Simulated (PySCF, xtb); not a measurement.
BClH2. Atoms are numbered in the order given.

```xyz
4

B      0.0000     0.0000     1.1875
H      0.0000    -1.0456     1.7459
H      0.0000     1.0456     1.7459
Cl     0.0000     0.0000    -0.5547
```
Charge 0, spin multiplicity 1.

Coordinates come from a B3LYP-D3(BJ)/def2-TZVP optimisation.

Calculation: IEF-PCM-M06-2X/def2-TZVPD (PySCF).

The values are the electrostatic part of the solvation free energy, E(continuum) − E(gas) at the gas-phase geometry, in a cavity of scaled van der Waals radii (PySCF's table); cavitation and dispersion terms are not included. In vacuum the orbital gap is 9.09 eV. The dipole moment in vacuum is 0.75 D.

Computed values in water (ε = 78.36), n-hexane (ε = 1.88), cyclohexanone (ε = 15.62):
```json
[
 {"solvent": "water", "ε": "78.36", "ΔG(elec) (kcal/mol)": "-0.6", "dipole (D)": "0.98", "gap (eV)": "9.22"},
 {"solvent": "n-hexane", "ε": "1.88", "ΔG(elec) (kcal/mol)": "-0.2", "dipole (D)": "0.84", "gap (eV)": "9.13"},
 {"solvent": "cyclohexanone", "ε": "15.62", "ΔG(elec) (kcal/mol)": "-0.6", "dipole (D)": "0.96", "gap (eV)": "9.21"}
]
```

For comparison, GFN2-xTB/ALPB(water) (xtb, at the GFN2-xTB geometry, all terms of that model) gives -0.8 kcal/mol.
